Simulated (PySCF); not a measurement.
```xyz
4
charge 0 multiplicity 1, angstrom
V     0.2442    0.0000   -0.2300
O    -0.4451    1.2831    0.3549
O    -0.4451   -1.2831    0.3549
H     1.7690    0.0000    0.3689
```

Method: PBE0/[V def2-TZVP, O def2-TZVP, H def2-TZVP], no relativity, density fitting, PySCF.

This geometry of HVO₂ is a stationary point at this level.

What is the point group?

Cs.

Is it a minimum?

Yes: all harmonic wavenumbers are real.

What are the dipole moment and the gap between the highest occupied and lowest empty levels?

4.61 D and 5.16 eV.

Give the atomic charges and bond orders.


```
atom  Mulliken  Löwdin  polar tensor  Mayer order to V1
  V1      1.11    0.45          1.68                  –
O2,3     -0.50   -0.19         -0.70               2.11
  H4     -0.10   -0.07         -0.27               0.88
```

Give the ideal-gas entropy at 298.15 K and 1 bar by parts.

translation 164.1, rotation 95.1, vibration 9.8, spin 0.0; total 269.1 J/(mol K).

This need not be the most stable arrangement of these atoms.
